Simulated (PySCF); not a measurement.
## NMR problem set

Gas phase, non-relativistic Hamiltonian, equivalent nuclei averaged, one computed conformer. PBE0-D3(BJ)/def2-SVP geometry; couplings computed with B3LYP/pcJ-1 (spin–dipole term left out of most H,H and C,H couplings); NMR shieldings at PBE0/pcSseg-1/GIAO; PySCF.

Chemical shifts δ = σref − σ; ¹H (σref 31.27) and ¹³C (σref 184.41) vs TMS, all at this level. Multiplet labels drop J under 1 Hz and among equivalent protons, and merge close values. Unscaled 3J(H,H) run several per cent high. Splittings of carbon signals by F and P are missing where no couplings were computed. Where no couplings were computed, multiplicities follow the n + 1 count of equivalent neighbours, and m marks all less simple cases (inequivalent or close neighbours, rings, F or P nearby). Couplings to H on boron are left out. Carbons bonded to boron are broad in practice. Shifts are as computed. Against solution values, carbons near 30 ppm lie about +2 ppm off and those near 130 ppm about +5 ppm. Of 1313 compounds with measured shifts, 239 miss one by over three times the rms of a fit or turn the order of signals round; such compounds aren't used in these exercises.

Problem. C8H10BP. ¹H NMR (400 MHz, computed): δ 8.01 (m, 1H), 7.93 (m, 2H), 7.70 (m, 2H), 7.67 (m, 1H), 4.38 (m, 1H), 1.27 (br, 3H). ¹³C{¹H} NMR (computed): δ 143.5 (C), 138.2 (CH), 138.0 (CH), 134.7 (CH), 129.9 (C), 119.8 (CH). Identify the compound.

Solution. `c1c(C2=C[P@@H+]2[BH3-])cccc1`. 6 carbon signals for 8 carbons: some carbons are equivalent by symmetry or fast rotation. Carbon types of the structure: 2 × C, 6 × CH, leaving 4 H on heteroatoms. δC 143.5: fully substituted alkene carbon; the olefinic region. δC 138.2, 138.0, 134.7: aromatic CH; the aromatic region. δC 129.9: substituted aromatic carbon. δC 119.8: alkene CH; as expected for a trigonal carbon in a double bond.

The data come from this structure; uniqueness wasn't tested.

Problem. C7H10O. ¹H NMR (400 MHz, computed): δ 1.80 (m, 4H), 1.38 (m, 2H), 1.30 (m, 4H). ¹³C{¹H} NMR (computed): δ 217.2, 39.3, 26.5. Give a structure.

Solution. SMILES C1[C@H]2C(=O)[C@@H](C1)CC2. The formula gives 3 degrees of unsaturation (2 rings in the answer). 3 carbon signals for 7 carbons: some carbons are equivalent by symmetry or fast rotation. Carbon types of the structure: 1 × C, 2 × CH, 4 × CH2, which accounts for all hydrogens. δC 217.2: ketone carbonyl carbon; low-lying n→π* states of the double bond to the heteroatom give a large paramagnetic term (-282 ppm). δC 39.3: sp3 CH α to a carbonyl; α to the electron-withdrawing carbonyl group. δC 26.5: sp3 CH2 in a ring; saturated and bonded to C and H only. δH 1.80, 1.30: hydrogen on an sp3 CH2 in a ring.

The data come from this structure; uniqueness wasn't tested.

Problem. C7H10O. ¹H NMR (400 MHz, computed): δ 1.80 (m, 2H), 1.07 (m, 4H), 0.82 (m, 4H). ¹³C{¹H} NMR (computed): δ 216.4 (C), 22.9 (CH), 14.5 (CH2). What is it?

Solution. `O=C(C1CC1)C1CC1`. The formula gives 3 degrees of unsaturation (2 rings in the answer). 3 carbon signals for 7 carbons: some carbons are equivalent by symmetry or fast rotation. Carbon types of the structure: 1 × C, 2 × CH, 4 × CH2, which accounts for all hydrogens. δC 216.4: ketone carbonyl carbon; low-lying n→π* states of the double bond to the heteroatom give a large paramagnetic term (-277 ppm). δC 22.9, 14.5: three-membered-ring carbon; carbons of three-membered rings are unusually shielded. δH 1.80, 1.07, 0.82: hydrogen on a three-membered-ring carbon.

The shifts were computed for this structure.
